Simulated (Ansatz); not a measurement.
A nudged elastic band was laid between two geometries of GaH₈N₃O (13 atoms, charge 0, multiplicity 1).

All numbers below come from RKS B3LYP-D4/def2-SVP (Ansatz 0.2.0).

```
movable images  : 5
climbing image  : yes
spring          : 5.0 eV/Å²
optimiser       : quadratic models (default)
start path      : through a guess of the saddle point
force threshold : 0.05 eV/Å
iteration limit : 60
end points      : relaxed
```

Image 0:

```xyz
13
Properties=species:S:1:pos:R:3
Ga -0.008 0.125 0.144
N -0.097 -0.205 1.995
H -0.801 -0.878 2.294
H 0.776 -0.473 2.447
N 1.552 -0.060 -0.818
H 2.424 0.144 -0.336
H 1.587 0.374 -1.738
N -1.694 0.207 -0.688
H -2.395 -0.448 -0.342
H -1.702 0.138 -1.704
O -0.399 2.250 0.696
H -1.277 2.100 0.284
H -0.502 1.908 1.609
```

Image 6:

```xyz
13
Properties=species:S:1:pos:R:3
Ga -0.221 0.633 -0.078
N -0.136 0.119 1.992
H -0.880 -0.565 2.143
H 0.747 -0.268 2.323
N 1.402 0.289 -0.908
H 1.648 -0.661 -1.175
H 2.235 0.777 -0.591
N -1.662 -0.487 -0.519
H -1.581 -0.950 -1.424
H -2.566 -0.015 -0.516
O -0.548 2.367 0.419
H -0.627 2.967 -0.333
H -0.346 0.975 2.510
```

**Question.** What changes between the two ends?

**Answer.** Bonds broken: O11–H13. Bonds formed: N2–H13.

**Question.** What energy profile does the band end with?

**Answer.** The run converged. The highest image is number 2 of 0 to 6, 1.4 kcal/mol above the first end and 14.2 kcal/mol above the last; the last end lies 12.8 kcal/mol below the first. A vibrational analysis at the climbing image gives one clearly imaginary mode, 133i cm⁻¹: a first-order saddle point. The orbitals stay closed-shell, which can raise the energy where a bond breaks towards radicals; this wasn't checked here.

```
image  path coordinate (Å)  energy (kcal/mol)  O11–H13 (Å)  N2–H13 (Å)
    0                 0.00                0.0         0.98        2.19
    1                 0.75                0.7         0.99        2.06
    2                 1.50                1.4         0.99        2.01
    3                 2.69               -7.3         1.93        1.04
    4                 3.89              -11.3         2.52        1.02
    5                 5.09              -12.6         2.47        1.02
    6                 6.29              -12.8         2.52        1.02
```

**Question.** What is the geometry of the highest image?

**Answer.** 
```xyz
13
Properties=species:S:1:pos:R:3
Ga -0.075 0.135 0.057
N -0.118 -0.179 1.927
H -0.851 -0.789 2.286
H 0.757 -0.463 2.366
N 1.476 0.151 -0.968
H 2.195 -0.514 -0.693
H 1.916 1.066 -1.050
N -1.753 0.054 -0.740
H -2.464 -0.525 -0.300
H -1.765 -0.132 -1.741
O -0.289 2.221 0.699
H -1.207 2.369 0.415
H -0.360 1.787 1.586
```

**Question.** What are the harmonic wavenumbers there?

**Answer.** 133i, 63, 150, 167, 173, 219, 228, 261, 312, 458, 464, 512, 553, 602, 614, 645, 678, 726, 786, 813, 865, 1537, 1538, 1550, 1636, 3424, 3517, 3525, 3535, 3603, 3614, 3625, 3775 cm⁻¹.

Run time: 3.5 min on 4 threads of Arm Neoverse V1, with other jobs on the host, peak memory 0.35 GiB.
